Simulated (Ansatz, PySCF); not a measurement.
This PySCF input computes a PBE0/def2-TZVPD energy:

```python
from pyscf import gto, scf, dft

mol = gto.M(
    atom='''
    Te    0.00620358    0.00389442    0.11172886
    Br    1.26107316   -2.46229674   -0.06754887
    Br   -1.27028991    2.45651075   -0.09844829
    ''',
    basis='def2-tzvpd',
    ecp='def2-tzvp',
    charge=-1,
    spin=1,
    verbose=4,
)

mf = dft.UKS(mol, xc='pbe0').density_fit(auxbasis='def2-universal-jkfit')
mf.grids.level = 3
mf.conv_tol = 1e-9
mf.max_cycle = 100
mf.max_memory = 1500
mf.kernel()
if not mf.converged:
    mf = mf.newton()
    mf.kernel(mf.make_rdm1())
for _ in range(2):
    mo, _, stable, _ = mf.stability(return_status=True)
    if stable:
        break
    mf.kernel(mf.make_rdm1(mo, mf.mo_occ))
mf.analyze()
```

Q: Write an input for the same energy in Ansatz (a first-principles code) and say what it gives.

A: 
Ansatz 0.2 input:
```yaml
crystal:
  periodic: [false, false, false]
  atoms:
    - {symbol: Te, position_ang: [0.00620358, 0.00389442, 0.11172886]}
    - {symbol: Br, position_ang: [1.26107316, -2.46229674, -0.06754887]}
    - {symbol: Br, position_ang: [-1.27028991, 2.45651075, -0.09844829]}
basis:
  gaussian:
    orbitals: def2-TZVPD
hamiltonian:
  xc: {name: PBE0}
total_charge: -1
magnetization: {spin_polarized: true, initial_magnetization: 1}
output: {forces: true}
```
It gives -5415.89714 Eh, and PySCF -5415.89719 Eh, a difference of 0.05 mEh, from the treatment of integrals and grids.
